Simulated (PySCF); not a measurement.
BH8NSi2.
SMILES: `[SiH3]N(B)[SiH3]`

Method used: PySCF, PBE0-D3(BJ)/def2-SVP geometry optimisation, gas phase.

Take the most abundant isotopes and a rigid rotor. 

(1) What are A, B and C (MHz)?

(2) What kind of rotor is it?

(3) Is it planar, by Δ = Ic − Ia − Ib?

(4) Give the other two planar moments, Paa and Pbb, and the rms extents of the mass along the axes.

(5) Give the coordinates in the principal-axis frame, origin at the centre of mass.

(6) List the rotational levels J(Ka,Kc) to J = 2 (MHz).

(7) Predict some low-J microwave lines.

## Answers

(1) Ia = 78.05, Ib = 163.57, Ic = 229.87 u·Å²; 505379 MHz·u·Å²/I gives A = 6475, B = 3090, C = 2199 MHz.

(2) An asymmetric top; Ray's κ = -0.583.

(3) Not planar: Δ = Ic − Ia − Ib = -11.75 u·Å². For a rigid frame Δ = −2 Σ m c², so Σ m c² = 5.88 u·Å² lies off the ab plane, practically all of it from hydrogen. The atom farthest from that plane is 1.23 Å away.

(4) Paa = Σ m a² = (Ib + Ic − Ia)/2 = 157.69 and Pbb = Σ m b² = (Ia + Ic − Ib)/2 = 72.17 u·Å². With the mass M = 89.03 u, the rms extents √(P/M) along a, b and c are 1.33, 0.90, 0.26 Å.

(5) The sense of each axis is arbitrary; atoms in the order of the calculation.
| atom | mass (u) | a (Å) | b (Å) | c (Å) |
| --- | --- | --- | --- | --- |
| B1 | 11.009 | 0.000 | -1.837 | 0.000 |
| N2 | 14.003 | 0.000 | -0.423 | 0.000 |
| Si3 | 27.977 | 1.530 | 0.475 | 0.000 |
| Si4 | 27.977 | -1.530 | 0.475 | 0.000 |
| H5 | 1.008 | 1.050 | -2.440 | 0.002 |
| H6 | 1.008 | -1.050 | -2.441 | -0.002 |
| H7 | 1.008 | 1.601 | 1.339 | -1.217 |
| H8 | 1.008 | 2.663 | -0.487 | 0.020 |
| H9 | 1.008 | 1.582 | 1.368 | 1.197 |
| H10 | 1.008 | -2.662 | -0.488 | -0.050 |
| H11 | 1.008 | -1.616 | 1.317 | 1.232 |
| H12 | 1.008 | -1.567 | 1.389 | -1.182 |

(6) Above 0(0,0):
J = 1: 1(0,1) 5288, 1(1,1) 8674, 1(1,0) 9565
J = 2: 2(0,2) 15711, 2(1,2) 18359, 2(1,1) 21032, 2(2,1) 31189, 2(2,0) 31343
The levels of one J sum to (2J + 1)J(J + 1)(A + B + C)/3.

(7) The dipole components are |μa| = 0.00 D, |μb| = 0.95 D, |μc| = 0.00 D. The squared components, which scale the intensities, stand as 0.00 : 1.00 : 0.00 (a : b : c). Some lines, for components of 0.1 D or more:

```
type  branch         J(Ka,Kc)    MHz  lower level (cm⁻¹)
   b       Q  2(1,1) ← 2(0,2)   5322               0.524
   b       R  3(1,2) ← 2(2,1)   6939               1.040
   b       R  2(0,2) ← 1(1,1)   7037               0.289
   b       Q  3(1,2) ← 3(0,3)   7140               1.034
   b       R  1(1,1) ← 0(0,0)   8674               0.000
   b       Q  3(2,1) ← 3(1,2)   9667               1.272
   b       Q  2(2,0) ← 2(1,1)  10310               0.702
   b       R  3(0,3) ← 2(1,2)  12629               0.612
   b       R  2(1,2) ← 1(0,1)  13071               0.176
   b       Q  3(2,2) ← 3(1,3)  14255               1.094
   b       R  3(1,3) ← 2(0,2)  17087               0.524
   b       Q  3(3,0) ← 3(2,1)  18520               1.594
   b       R  2(2,0) ← 1(1,1)  22669               0.289
   b       R  3(2,2) ← 2(1,1)  26021               0.702
   b       R  3(2,1) ← 2(1,2)  29436               0.612
   b       R  3(3,1) ← 2(2,0)  34955               1.045
   b       R  3(3,0) ← 2(2,1)  35126               1.040
```

Whether it is a minimum is left open (no frequencies). No vibrational averaging or centrifugal distortion is included, and the geometry carries the error of its method. A rigid rotor knows nothing of internal rotation, which can split or shift real lines. Quadrupole hyperfine structure (11B, 14N) is left out.

Hardware: one thread of an Arm Neoverse V1, shared host with 32 logical CPUs at a one-minute load of 32. Cost: 18 s wall, 0.43 GiB resident at most. That covers the optimisation of the geometry.
